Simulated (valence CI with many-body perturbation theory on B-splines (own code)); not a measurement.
**E1 transitions of Ru³⁸⁺**

Computed by configuration interaction combined with many-body perturbation theory (CI+MBPT): four valence electrons over a frozen Dirac-Fock core [He], radial functions for each j: 11 s, 11 p, 10 d, 8 f, 5 g, 2 h, with the one-electron correlation potential Σ1, the two-electron term Σ2, the three-electron term Σ3, Breit, model QED; selected CI, second order for the rest, scaled by the run's own slope (own B-spline code, finite nucleus).

No measured spectrum was set against this ion. As an estimate, large intervals hold to a few tenths of a per cent, small ones and those within an open d or f shell to about a per cent. Among the levels kept, up to 900 cm⁻¹ of a level comes from second order outside the variational space, and about a tenth of that is noise between levels of different J, which matters for small intervals.

Lines 51 to 100 of 550 in falling wavelength, among levels below 3875.0 eV, chosen from the strongest by gf and those to the six lowest levels. Wavelengths and rates use the calculated energies. Electric multipoles are in the length gauge, E1 and E2 with the static RPA response of the core. Weak lines are less certain than strong ones. Lines between different terms over intervals too small for the method are left out, as are lines whose strength nearly cancels. The highest levels of a list are the least certain.

Levels are named by their leading jj configuration (3d3/2^4 stands for four electrons in 3d with j = 3/2), which in mixed levels can hold well under half, so a name can repeat and another be missing. Letters in brackets count levels of one name in rising energy.

```csv
λ vac (Å),Upper,Lower,A (s⁻¹),S (a.u.)
161.3,(2s 2p3/2^2 3p3/2) J=3 [b],(2s 2p3/2^2 3s) J=2 [b],9.67e+09,1.40e-01
160.9,(2s 2p1/2 2p3/2 3p3/2) J=2 [b],(2s 2p1/2 2p3/2 3s) J=2 [b],9.14e+09,9.40e-02
158.9,(2s 2p1/2 2p3/2 3d3/2) J=2 [d],(2s 2p1/2 2p3/2 3p1/2) J=1 [c],6.03e+09,5.97e-02
158.6,(2s 2p1/2 2p3/2 3d3/2) J=2 [b],(2s 2p1/2 2p3/2 3p1/2) J=2 [b],6.68e+09,6.58e-02
158.2,(2s 2p1/2^2 3p3/2) J=1,(2s 2p1/2^2 3s) J=0,1.10e+10,6.42e-02
156.5,(2s 2p3/2^2 3p3/2) J=1 [a],(2s 2p3/2^2 3s) J=2 [a],9.73e+09,5.52e-02
156.0,(2s 2p3/2^2 3d3/2) J=3 [a],(2s 2p3/2^2 3p1/2) J=3,4.73e+09,6.20e-02
155.6,(2s 2p1/2 2p3/2 3d3/2) J=2 [a],(2s 2p1/2 2p3/2 3p1/2) J=2 [a],4.92e+09,4.57e-02
155.2,(2s^2 2p3/2 3p3/2) J=1,(2s^2 2p3/2 3s) J=1,1.06e+10,5.88e-02
155.1,(2p1/2 2p3/2^2 3d3/2) J=2,(2p1/2 2p3/2^2 3p1/2) J=2 [a],5.58e+09,5.14e-02
154.1,(2p1/2 2p3/2^2 3p3/2) J=3 [b],(2p1/2 2p3/2^2 3s) J=3,7.29e+09,9.23e-02
154.1,(2p1/2 2p3/2^2 3p3/2) J=3 [a],(2p1/2^2 2p3/2 3d3/2) J=2,5.55e+09,7.02e-02
153.9,(2s 2p1/2 2p3/2 3p3/2) J=2 [c],(2s 2p1/2 2p3/2 3s) J=1 [c],5.73e+09,5.15e-02
153.5,(2s 2p1/2 2p3/2 3d3/2) J=1 [b],(2s 2p1/2 2p3/2 3p1/2) J=2 [b],9.26e+09,4.96e-02
153.2,(2p1/2^2 2p3/2 3p3/2) J=3,(2p1/2^2 2p3/2 3s) J=2,2.01e+10,2.50e-01
152.6,(2p1/2 2p3/2^2 3p3/2) J=4,(2p1/2 2p3/2^2 3s) J=3,1.91e+10,3.01e-01
152.0,(2p1/2^2 2p3/2 3d3/2) J=2,(2p1/2^2 2p3/2 3p1/2) J=1,5.10e+09,4.42e-02
151.0,(2p1/2 2p3/2^2 3p3/2) J=3 [a],(2p1/2 2p3/2^2 3s) J=2 [a],1.31e+10,1.56e-01
150.9,(2s 2p1/2 2p3/2 3d3/2) J=4,(2s^2 2p3/2 3d5/2) J=3,3.00e+09,4.58e-02
150.3,(2s 2p3/2^2 3d3/2) J=3 [b],(2s 2p3/2^2 3p1/2) J=2 [b],7.48e+09,8.76e-02
150.2,(2p1/2^2 2p3/2 3d3/2) J=3,(2p1/2^2 2p3/2 3p1/2) J=2,1.30e+10,1.52e-01
149.7,(2s 2p3/2^2 3d3/2) J=3 [a],(2s 2p3/2^2 3p1/2) J=2 [a],4.62e+09,5.35e-02
149.6,(2p1/2 2p3/2^2 3p3/2) J=2 [a],(2p1/2 2p3/2^2 3s) J=2 [a],6.03e+09,4.98e-02
149.4,(2s 2p1/2 2p3/2 3p3/2) J=3 [c],(2s 2p1/2 2p3/2 3s) J=2 [c],1.74e+10,2.00e-01
148.9,(2s 2p1/2 2p3/2 3p3/2) J=2 [a],(2s 2p1/2 2p3/2 3s) J=1 [a],1.08e+10,8.83e-02
148.6,(2s 2p3/2^2 3d3/2) J=2 [a],(2s 2p3/2^2 3p1/2) J=2 [a],9.11e+09,7.37e-02
147.9,(2s 2p1/2 2p3/2 3d3/2) J=3 [a],(2s 2p1/2 2p3/2 3p1/2) J=2 [a],9.51e+09,1.06e-01
147.9,(2p1/2 2p3/2^2 3p3/2) J=2 [c],(2p1/2 2p3/2^2 3s) J=1 [b],1.98e+10,1.58e-01
147.6,(2s 2p1/2^2 3d3/2) J=1,(2s 2p1/2^2 3p1/2) J=0,8.75e+09,4.17e-02
147.6,(2s 2p1/2 2p3/2 3p3/2) J=1 [b],(2s 2p1/2 2p3/2 3s) J=2 [b],1.22e+10,5.83e-02
147.4,(2p1/2 2p3/2^2 3d3/2) J=3,(2p1/2 2p3/2^2 3p1/2) J=2 [a],1.09e+10,1.21e-01
146.1,(2s 2p3/2^2 3p3/2) J=2 [b],(2s 2p3/2^2 3s) J=1 [a],7.26e+09,5.59e-02
145.6,(2s 2p1/2 2p3/2 3d3/2) J=4,(2s 2p1/2 2p3/2 3p1/2) J=3,7.68e+09,1.05e-01
145.5,(2p1/2 2p3/2^2 3d3/2) J=1,(2p1/2 2p3/2^2 3p1/2) J=1 [a],1.10e+10,5.00e-02
145.3,(2s 2p1/2^2 3d3/2) J=2,(2s 2p1/2^2 3p1/2) J=1,1.30e+10,9.82e-02
145.3,(2s 2p1/2 2p3/2 3p3/2) J=3 [b],(2s 2p1/2 2p3/2 3s) J=2 [b],1.17e+10,1.24e-01
145.0,(2s^2 2p3/2 3p3/2) J=3,(2s^2 2p3/2 3s) J=2,1.23e+10,1.29e-01
145.0,(2s^2 2p3/2 3d3/2) J=3,(2s^2 2p3/2 3p1/2) J=2,9.42e+09,9.92e-02
144.3,(2s 2p3/2^2 3p3/2) J=3 [a],(2s 2p3/2^2 3s) J=3,8.18e+09,8.50e-02
144.2,(2s 2p1/2 2p3/2 3p3/2) J=4,(2s 2p1/2 2p3/2 3s) J=3,2.03e+10,2.70e-01
143.9,(2s 2p3/2^2 3d3/2) J=2 [c],(2s 2p3/2^2 3p1/2) J=1 [b],7.25e+09,5.33e-02
143.9,(2p1/2 2p3/2^2 3d3/2) J=2,(2p1/2 2p3/2^2 3p1/2) J=1 [a],7.17e+09,5.28e-02
143.9,(2s 2p3/2^2 3d3/2) J=1 [a],(2s 2p3/2^2 3p1/2) J=2 [a],1.27e+10,5.58e-02
143.8,(2s 2p1/2 2p3/2 3d3/2) J=3 [c],(2s 2p1/2 2p3/2 3p1/2) J=2 [c],1.36e+10,1.40e-01
143.7,(2s 2p3/2^2 3p3/2) J=4,(2s 2p3/2^2 3s) J=3,1.76e+10,2.33e-01
142.3,(2s 2p1/2 2p3/2 3p3/2) J=2 [c],(2s 2p1/2 2p3/2 3s) J=1 [b],5.92e+09,4.21e-02
142.3,(2p1/2^2 2p3/2 3d3/2) J=1,(2p1/2^2 2p3/2 3p1/2) J=1,1.26e+10,5.39e-02
142.2,(2p1/2 2p3/2^2 3p3/2) J=1 [c],(2p1/2 2p3/2^2 3s) J=0,1.52e+10,6.47e-02
141.5,(2p1/2^2 2p3/2 3p3/2) J=2,(2p1/2^2 2p3/2 3s) J=1,1.57e+10,1.10e-01
141.3,(2s^2 2p1/2 3d3/2) J=2,(2s^2 2p1/2 3p1/2) J=1,1.38e+10,9.57e-02
```
